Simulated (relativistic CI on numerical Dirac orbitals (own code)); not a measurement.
Computed by Dirac-Coulomb-Breit CI, orbitals from a KLI potential per configuration, a model potential for QED, unscaled Slater integrals (own radial code, finite nucleus).

The strongest absorption lines from the ground level of an ion, among the configurations computed and to levels below about 62100 eV (vacuum wavelength in Å, gf): 0.1997 (0.0093), 0.2021 (0.017), 0.2067 (0.034), 0.2071 (0.015), 0.2173 (0.092), 0.2185 (0.043), 0.2544 (0.45), 0.2600 (0.24).

(1) Which ion is it?
A. Sm60+
B. Hf70+
C. Ho63+
D. Ho65+

## Answers

(1) D. Ho65+ has 2 electrons and the ground level 1s² ¹S0; the strongest line goes to 1s2p ¹P°1. The pattern of lines fixes the number of electrons, and along that sequence the line energies rise steadily with the charge (about as its square where n changes within one kind of shell, about linearly where n is kept but much faster in heavy ions where fine structure, which grows about as Z⁴, sets the gap, and irregularly where shells cross), which fixes Z. Configurations outside the model, such as inner-shell arrays, can give stronger lines. At this charge energies of transitions that change n are usually good to better than 1 %, and those within a shell (Δn = 0) to a few per cent.

LS names give the leading component of a level, which can be under half, so a name can repeat, a term be missing and a line seem to break the LS rules.
